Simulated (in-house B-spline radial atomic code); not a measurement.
The numbers below are computed, except where a source is named.
**Two electrons in Si: a Gaussian well −V exp(−r²/w²) with V = 31.8 meV and w = 18.7 nm**

For Si the NSM archive of the Ioffe Institute lists m_l = 0.98 m0, m_t = 0.19 m0 and ε = 11.7; the model takes one isotropic valley with the conductivity mass 3/(1/m_l + 2/m_t) = 0.26 m0, and so misses anisotropy and the other valleys. All triplets below are those of one valley; with several valleys two electrons can form a triplet in the 1s orbital itself, at an energy set by the valley splitting.

Effective-mass model with parabolic bands, a uniform dielectric constant, no image charges, no central-cell or spin-orbit terms. Two-electron levels come from full CI in B-splines with partial waves to l = 5 (up to 0.001 effective hartree above the limit).

(1) What are the effective units, and what is the potential in them?

In these units the lowest s and p orbitals lie at -0.419515 and -0.299822, and their Coulomb and exchange integrals are J_ss = 0.278282, J_sp = 0.225232 and K_sp = 0.0436. Full CI gives -0.617581 for the ground singlet, -0.554503 for the sp triplet, -0.507843 for the sp singlet and -0.470447 for the lowest triplet of two s orbitals.

(2) What does it cost to add the second electron, to first order and exactly?

(3) How far above the singlet do the triplets lie?

## Answers

(1) Ha* = 27211.386 meV × 0.26/11.7² = 51.68 meV and a* = 0.0529177 nm × 11.7/0.26 = 2.381 nm. V = 0.616 Ha* and w = 7.85 a*.

(2) To first order E = 2ε_s + J_ss = -0.560748, so the charging energy E(2) − 2E(1) is J_ss = 14.38 meV. CI gives -0.617581 − 2 × (-0.419515) = 0.221448, or 11.45 meV: relaxation and correlation lower it by 2.937 meV, 20.4 % of J_ss. The s² configuration of one-electron orbitals holds 83.1 % of the state, and the mean radius is 9.37 nm. The second electron is bound by ε_s − E = 10.24 meV, against 21.68 meV for the first.

(3) To first order the sp triplet lies at ε_s + ε_p + J_sp − K_sp = -0.537700, which is 1.191 meV above 2ε_s + J_ss. CI gives -0.554503 − (-0.617581) = 0.063078, or 3.26 meV, 53 % of the orbital spacing of 6.186 meV. The ss triplet lies 7.604 meV up, so the lower of the two is the sp one, and its gap equals k_BT at 37.8 K. The sp singlet-triplet splitting is 2.412 meV, against 2K_sp = 4.506 meV.
